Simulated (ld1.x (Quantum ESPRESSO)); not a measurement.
**Pseudopotential generation for Pt (Z = 78): PAW, LDA (PZ), scalar-relativistic.**

The input file (ld1.x (Quantum ESPRESSO) 7.5):

```
&input
   title='Pt', zed=78., rel=1, dft='PZ', iswitch=3,
   config='[Xe] 4f14 5d9 6s0 6p0',
   nld=3, rlderiv=1.90, eminld=-10.0, emaxld=5.0, deld=0.04
 /
 &inputp
   pseudotype=3, lpaw=.true., tm=.true., lloc=-2, rcloc=1.60,
   nlcc=.true., new_core_ps=.true., rcore=0.80,
   which_augfun='BESSEL', rmatch_augfun=1.35,
   file_pseudopw='Pt.UPF', file_wfcaegen='ae.wfc', file_wfcncgen='nc.wfc', file_beta='beta', file_chi='chi', file_wfcusgen='us.wfc'
 /
6
5S  1  0   2.00   0.00  1.20  1.25  0.0
6S  2  0   0.00   0.00  1.20  1.25  0.0
5P  2  1   6.00   0.00  1.55  1.75  0.0
6P  3  1   0.00   0.00  1.55  1.75  0.0
5D  3  2   9.00   0.00  1.20  1.40  0.0
5D  3  2   0.00   0.80  1.20  1.40  0.0
 &test
   configts(1)='5s2 5p6 5d9 6s0 6p0'
 /
```

Command:

```bash
ld1.x < Pt.in > Pt.out
```

Output (shortened: banner, matrices, multipoles, cross overlaps and the repeated all-electron block are left out):

```
Program LD1 v.7.5
     --------------------------- All-electron run ----------------------------

     Pt
     scalar relativistic calculation

     atomic number is 78.00
     dft =PZ   lsd =0 sic =0 latt =0  beta=0.20 tr2=1.0E-14
     Exchange-correlation= PZ
                           (   1   1   0   0   0   0   0)
     mesh =1277 r(mesh) =  98.81913 a.u. xmin = -7.00 dx = 0.01250
     1 Ry =  13.60569312 eV, c = 137.03599908

     n l     nl                  e(Ry)          e(Ha)          e(eV)
     1 0     1S 1( 2.00)     -5761.1153     -2880.5577    -78383.9672
     2 0     2S 1( 2.00)     -1012.6663      -506.3331    -13778.0268
     2 1     2P 1( 6.00)      -877.9630      -438.9815    -11945.2947
     3 0     3S 1( 2.00)      -238.3069      -119.1534     -3242.3303
     3 1     3P 1( 6.00)      -199.0895       -99.5448     -2708.7512
     4 0     4S 1( 2.00)       -51.6377       -25.8189      -702.5669
     4 1     4P 1( 6.00)       -38.7737       -19.3869      -527.5433
     3 2     3D 1(10.00)      -156.5129       -78.2564     -2129.4659
     5 0     5S 1( 2.00)        -8.1216        -4.0608      -110.5001
     5 1     5P 1( 6.00)        -4.7498        -2.3749       -64.6246
     4 2     4D 1(10.00)       -23.1555       -11.5778      -315.0467
     4 3     4F 1(14.00)        -5.7897        -2.8949       -78.7730
     5 2     5D 1( 9.00)        -1.0726        -0.5363       -14.5941
     6 0     6S 1( 0.00)        -0.9746        -0.4873       -13.2597
     6 1     6P 1( 0.00)        -0.5026        -0.2513        -6.8378

     final scf error:  6.9E-15 reached in  32 iterations

     Etot =  -36805.784909 Ry,  -18402.892454 Ha, -500768.214620 eV

     Ekin =   41048.683705 Ry,   20524.341852 Ha,  558495.793589 eV
     Encl =  -91443.440499 Ry,  -45721.720249 Ha,-1244151.389535 eV
     Eh   =   14276.417471 Ry,    7138.208736 Ha,  194240.555012 eV
     Exc  =    -687.445586 Ry,    -343.722793 Ha,   -9353.173685 eV

     normalization and overlap integrals

     s(1S/1S) =  1.000000  <r> =   0.0172  <r2> =    0.0004  r(max) =   0.0106
     s(2S/2S) =  1.000000  <r> =   0.0724  <r2> =    0.0062  r(max) =   0.0612
     s(2P/2P) =  1.000000  <r> =   0.0652  <r2> =    0.0052  r(max) =   0.0507
     s(3S/3S) =  1.000000  <r> =   0.1872  <r2> =    0.0401  r(max) =   0.1726
     s(3P/3P) =  1.000000  <r> =   0.1883  <r2> =    0.0411  r(max) =   0.1726
     s(4S/4S) =  1.000000  <r> =   0.4153  <r2> =    0.1947  r(max) =   0.3890
     s(4P/4P) =  1.000000  <r> =   0.4422  <r2> =    0.2223  r(max) =   0.4089
     s(3D/3D) =  1.000000  <r> =   0.1705  <r2> =    0.0340  r(max) =   0.1396
     s(5S/5S) =  1.000000  <r> =   0.9516  <r2> =    1.0170  r(max) =   0.8657
     s(5P/5P) =  1.000000  <r> =   1.1041  <r2> =    1.3813  r(max) =   0.9810
     s(4D/4D) =  1.000000  <r> =   0.4685  <r2> =    0.2538  r(max) =   0.4193
     s(4F/4F) =  1.000000  <r> =   0.5162  <r2> =    0.3248  r(max) =   0.3842
     s(5D/5D) =  1.000000  <r> =   1.6474  <r2> =    3.2388  r(max) =   1.2596
     s(6S/6S) =  1.000000  <r> =   2.6791  <r2> =    8.1183  r(max) =   2.2951
     s(6P/6P) =  1.000000  <r> =   3.6218  <r2> =   14.9549  r(max) =   3.0216

     ------------------------ End of All-electron run ------------------------

     --------------------- Generating PAW atomic setup --------------------

      Generating local potential from pseudized AE potential:
      Matching radius rcloc =   1.6000
      Enforcing V''(0)=0 (lloc=-2)

      Local pseudo, rcloc= 1.597 Estimated cut-off energy=    12.77 Ry

      Computing core charge for nlcc:

       r > 0.80 : true rho core
      Core charge pseudized with two Bessel functions
      Integrated core pseudo-charge :  27.22
      Wfc-us  5S rcutus= 1.244  Estimated cut-off energy=    33.78 Ry
      Wfc-us  6S rcutus= 1.244  Estimated cut-off energy=    60.04 Ry
      Wfc-us  5P rcutus= 1.765  Estimated cut-off energy=    27.62 Ry
      Wfc-us  6P rcutus= 1.765  Estimated cut-off energy=    51.09 Ry
      Wfc-us  5D rcutus= 1.410  Estimated cut-off energy=    56.57 Ry
      Wfc-us  5D rcutus= 1.410  Estimated cut-off energy=    61.15 Ry

     Required augmentation: BESSEL   radius:    1.350000
     Suggested rho cutoff for augmentation:  53.86 Ry

     Estimated PAW energy = -895.137889 Ryd

     ------------------- End of pseudopotential generation -------------------

     Computing logarithmic derivative in   1.89091
     Computing logarithmic derivative in   1.89091
     Computing the partial wave expansion
     R is outside the sphere for l=    0 j= 0.00
     R is outside the sphere for l=    0 j= 0.00
     R is outside the sphere for l=    1 j= 0.00
     R is outside the sphere for l=    1 j= 0.00
     R is outside the sphere for l=    2 j= 0.00
     R is outside the sphere for l=    2 j= 0.00

     ---------------------- Testing the pseudopotential ----------------------

     Pt
     scalar relativistic calculation

     atomic number is 78.00   valence charge is 18.00
     dft = SLA  PZ   NOGX NOGC   lsd =0 sic =0 latt =0  beta=0.20 tr2=1.0E-14
     mesh =1277 r(mesh) =  98.81913 xmin = -7.00 dx = 0.01250

     n l     nl             e AE (Ry)        e PS (Ry)    De AE-PS (Ry)
     1 0     5S   1( 2.00)       -8.12161       -8.12161       -0.00000
     2 1     5P   1( 6.00)       -4.74982       -4.74982        0.00000
     3 2     5D   1( 9.00)       -1.07265       -1.07265        0.00001
     2 0     6S   1( 0.00)       -0.97457       -0.97457       -0.00000
     3 1     6P   1( 0.00)       -0.50257       -0.50256       -0.00000

     eps = 4.7E-15  iter =  4

     Etot =  -36805.784909 Ry,  -18402.892454 Ha, -500768.214620 eV
     Etotps =  -895.137907 Ry,    -447.568953 Ha,  -12178.971661 eV

     Ekin =     414.645770 Ry,     207.322885 Ha,    5641.543108 eV
     Encl =    -815.167303 Ry,    -407.583652 Ha,  -11090.916170 eV
     Ehrt =     192.829207 Ry,      96.414604 Ha,    2623.575018 eV
     Ecxc =    -687.445581 Ry,    -343.722791 Ha,   -9353.173618 eV
     (Ecc =    -108.481146 Ry,     -54.240573 Ha,   -1475.961188 eV)

     ---------------------- End of pseudopotential test ----------------------
```

Generation and configuration tests took about 3.1 s on one core of a shared server CPU.
